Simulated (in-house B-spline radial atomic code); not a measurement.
Configurations of the chromium ion Cr⁵⁺, with energies counted from [Ar] 3d1. Level of theory: non-relativistic OLYP, spin-polarised, spherical fractional occupations, point nucleus; calculated with an all-electron radial atomic-structure program (B-spline basis). Shells without spins written out take the highest spin.

Occupations are held fixed; configurations that lie above the ionisation limit could autoionise.

```csv
configuration,E - E(ref) (eV),highest orbital,its <r> (bohr)
[Ar] 4s1,29.2,4s up,2.027
"[Ar] 4f(0 up, 1 down)",59.325,4f down,2.78
[Ne] 3s2 3p5 3d1 4s1,73.072,4s up,2.012
[Ne] 3s2 3p5 3d1 4p1,81.355,4p up,2.17
[Ne] 3s2 3p5 3d1 4d1,93.761,4d up,2.502
[Ne] 3s2 3p5 3d1 4f1,103.43,4f up,2.753
```

(1) Order these further configurations by energy, lowest first.
A. [Ne] 3s2 3p(3 up, 2 down) 3d(0 up, 1 down) 4f(0 up, 1 down)
B. [Ne] 3s2 3p(2 up, 3 down) 3d(1 up, 0 down) 4s(1 up, 0 down)
C. [Ar] 4p1
D. [Ar] 4d1
E. [Ne] 3s2 3p(3 up, 2 down) 3d(0 up, 2 down)

(2) How far above the reference does [Ne] 3s2 3p5 3d2 lie?

Answers

(1) C (37.401 eV), E (45.681 eV), D (49.685 eV), B (75.048 eV), A (105.29 eV).

(2) 42.498 eV; its least bound orbital is 3d up with <r> = 0.9401 bohr.
